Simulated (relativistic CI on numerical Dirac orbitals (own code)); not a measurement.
## Radial parameters of Cl XIV

Computed by Dirac-Coulomb-Breit CI, KLI orbitals optimised for each configuration, model QED (radiative potential, 1s self-energy scaled to tabulated hydrogen-like ionisation energies), unscaled Slater integrals (own radial code, finite nucleus).

Slater integrals F^k, G^k are unscaled and averaged over j, outside the closed core 1s2; ζ comes from projecting the Hamiltonian with its Breit term on Σ l·s of the shell.

- 2s 2p: G^1(2s,2p) = 310050, ζ(2p) = 12480 cm⁻¹; <r>(2s) = 0.3859, <r^2>(2s) = 0.1741, <r>(2p) = 0.334, <r^2>(2p) = 0.1347 (bohr units).
- 2p2: F^2(2p,2p) = 284990, ζ(2p) = 12288 cm⁻¹; <r>(2p) = 0.3354, <r^2>(2p) = 0.1359 (bohr units).
- 2p 3s: ζ(2p) = 13009, G^1(2p,3s) = 30155 cm⁻¹; <r>(2p) = 0.3301, <r^2>(2p) = 0.1317, <r>(3s) = 0.9034, <r^2>(3s) = 0.9258 (bohr units).

Averages of the first 10 configurations, taken without configuration mixing, which lowers the lowest level and can move excited configurations by several eV; other configurations of the list can lie among them:

| Configuration | Parity | States | Average energy above the lowest level (eV) |
| --- | --- | --- | --- |
| 2s2 | even | 1 | 5.3 |
| 2s 2p | odd | 12 | 34.6 |
| 2p2 | even | 15 | 76.2 |
| 2p 3s | odd | 12 | 464.5 |
| 2p 3p | even | 36 | 475.1 |
| 2s 3s | even | 4 | 431.2 |
| 2s 3p | odd | 12 | 442.7 |
| 2s 3d | even | 20 | 450.3 |
| 2s 4s | even | 4 | 574.3 |
| 2s 4p | odd | 12 | 579.0 |
